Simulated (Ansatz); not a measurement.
Start from `[NH2][SnH]([F])[O][SiH3]` and change one atom or group to get `[NH2][SnH]([F])[Cl]`.

Ansatz, PBE0-D4/def2-TZVP geometries, multiplicity 1. Each molecule was computed in one conformer, which needn't be the lowest.

Elements past krypton have def2 core potentials.

```tsv
property	`[NH2][SnH]([F])[O][SiH3]`
LUMO energy (B3LYP/def2-TZVPP) / eV	-1.37
HOMO energy (B3LYP/def2-TZVPP) / eV	-7.97
LUMO energy (PBE0/def2-TZVPP) / eV	-1.03
size of the dipole moment (ωB97M-V/def2-TZVPP) / D	2.40
HOMO energy (PBE/def2-TZVPP) / eV	-6.74
HOMO–LUMO gap (B3LYP/def2-TZVPP) / eV	6.60
```

**Question.** What does the change do to each property? (An estimate is asked.)

**Answer.** Ansatz gave: 
```
                                          property  `[NH2][SnH]([F])[Cl]`  shift
               LUMO energy (B3LYP/def2-TZVPP) / eV                  -1.60  -0.23
               HOMO energy (B3LYP/def2-TZVPP) / eV                  -8.06  -0.09
                LUMO energy (PBE0/def2-TZVPP) / eV                  -1.25  -0.22
size of the dipole moment (ωB97M-V/def2-TZVPP) / D                   2.43   0.03
                 HOMO energy (PBE/def2-TZVPP) / eV                  -6.82  -0.08
             HOMO–LUMO gap (B3LYP/def2-TZVPP) / eV                   6.45  -0.15
```

With PBE0 the HOMO falls by 0.09 eV and the LUMO falls by 0.22 eV, so the gap narrows by about 0.13 eV. PBE moves the HOMO by -0.08 eV and ωB97M-V by -0.07 eV. Dipoles are sizes alone; their direction can turn.

B3LYP here is the variant with VWN-RPA as its local correlation; programs differ in this.
